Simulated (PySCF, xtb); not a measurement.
B(OH)2(SMe) (CH₅BO₂S), SMILES CSB(O)O. Other conformers were not sampled.

Harmonic wavenumbers (cm⁻¹) from GFN2-xTB in xtb at its own minimum, in rising order: 76, 100, 182, 317, 369, 429, 444, 546, 616, 729, 891, 913, 945, 962, 1174, 1274, 1314, 1446, 1448, 3044, 3050, 3069, 3604, 3609.

Task: What does PySCF 2.14.0 with PBE-D3(BJ)/def2-SVP give at its own minimum? (An estimate is asked for; the answer gives what the named calculation found.)

Result: 78, 98, 189, 300, 350, 401, 424, 569, 638, 713, 899, 930, 948, 955, 1255, 1294, 1389, 1394, 1407, 2990, 3098, 3104, 3741, 3755. Paired by order, the mean absolute difference is 37 cm⁻¹ and the zero-point energies are 43.7 and 44.2 kcal/mol.
